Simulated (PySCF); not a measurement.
C₈H₁₀N₂.
Structure used (PBE0-D3(BJ)/def2-SVP), in Å, numbered top down from 1:
```
atom  x, y, z in Å
N1     3.190    1.114    0.310
C2     2.353    0.515   -0.220
C3     1.262   -0.228   -0.855
C4     0.722   -1.307    0.098
C5     0.010   -0.695    1.297
C6    -1.113    0.262    0.863
C7    -2.204   -0.482    0.228
N8    -3.041   -1.081   -0.303
C9    -0.573    1.341   -0.090
C10    0.139    0.728   -1.289
H11    1.688   -0.715   -1.748
H12    1.540   -1.961    0.433
H13    0.020   -1.938   -0.472
H14    0.728   -0.117    1.903
H15   -0.394   -1.485    1.946
H16   -1.539    0.748    1.756
H17    0.129    1.972    0.480
H18   -1.391    1.995   -0.425
H19   -0.579    0.151   -1.896
H20    0.543    1.519   -1.938
```

Computed with PySCF at PBE0/pcSseg-1, non-relativistic, on one gas-phase PBE0-D3(BJ)/def2-SVP geometry that isn't relaxed in the solvent. The solvent is an IEF-PCM continuum (Bondi radii, 1.10 Å for H, scaled by 1.2). Specific hydrogen bonds and non-electrostatic terms are outside this model.

Gas phase at PBE0/pcSseg-1: HOMO -9.24 eV, LUMO 0.33 eV, dipole 0.00 D.

What does the continuum do to the energy, the frontier levels and the dipole at PBE0/pcSseg-1 in tetrahydrofuran and water?

```tsv
solvent	ε	E(solvent) − E(gas) (kcal/mol)	polarisation term (kcal/mol)	distortion of the solute (kcal/mol)	HOMO (eV)	LUMO (eV)	dipole (D)
tetrahydrofuran	7.426	-9.16	-10.79	1.63	-8.98	0.51	0.00
water	78.36	-11.15	-13.59	2.44	-8.93	0.54	0.00
```

The polarisation term is half the interaction of the solute with the surface charges that it induces; the rest is the cost of distorting the solute's density. The sum is the electrostatic part of solvation alone. From tetrahydrofuran to water the lowering changes by a factor 1.22, Onsager's factor (ε − 1)/(2ε + 1) by 1.21 and ε itself by 10.6. Charge and dipole vanish, so a point-dipole model would give no lowering at all.

Which Hirshfeld charges (PBE0/pcSseg-1) respond most in tetrahydrofuran (means over atoms taken as equivalent)?

| atoms | environment | gas (e) | solvent (e) | change |
| --- | --- | --- | --- | --- |
| N1/N8 | nitrile nitrogen | -0.228 | -0.278 | -0.050 |
| C2/C7 | nitrile carbon | +0.086 | +0.102 | +0.016 |
| H11/H16 | methine hydrogen | +0.066 | +0.076 | +0.010 |
| C3/C6 | sp3 carbon next to a nitrile | +0.001 | +0.005 | +0.004 |
| H12/H15/H18/H20 | methylene hydrogen | +0.051 | +0.055 | +0.004 |
| H13/H14/H17/H19 | methylene hydrogen | +0.046 | +0.049 | +0.003 |

How do the nuclear quadrupole coupling constants eQVzz/h respond in tetrahydrofuran?

```tsv
nucleus	Q (barn)	gas (MHz)	solvent (MHz)	η gas	η solvent
14N at N1	0.02044	-4.52	-4.19	0.01	0.01
14N at N8	0.02044	-4.52	-4.19	0.01	0.01
```
